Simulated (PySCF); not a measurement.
## Adding and removing an electron: LiBi

UHF-CCSD(T); PySCF, scalar-relativistic core potentials, basis sets Li def2-SVPD, Bi def2-SVPD with ECP60. Neutral (UHF): triplet (π ↑↑), Re = 2.748 Å, ωe = 348 cm⁻¹, De = 1.11 eV.

LiBi⁺ (UHF): quartet (σ ↑, π ↑↑), Re = 3.126 Å, ωe = 183 cm⁻¹. The energies at the minima are -221.13584 hartree for LiBi and -220.91847 for LiBi⁺.

Work out the adiabatic ionisation energy, without and with harmonic zero-point energies (1 hartree = 27.2114 eV, 1 eV = 8065.5 cm⁻¹), and the change of the bond length.

At UHF-CCSD(T): 0.21737 hartree = 5.915 eV between the minima; the zero-point term (183.0 − 348.0)/2 cm⁻¹ = -0.010 eV makes it 5.905 eV. Re changes by +37.8 pm against the neutral. The electron leaves a σ orbital, and the ion is left as a loose complex of an ion and an atom.

Correlated steps freeze 4 core orbitals. Correlated levels converge slowly with the basis: in double zeta they bind strong bonds too weakly, by up to about 1 eV, and carry superposition errors of some tenths. Spin–orbit coupling is left out, which matters for elements this heavy, above all for dissociation energies. States were picked by a PBE0 search and need not be the measured ground states.
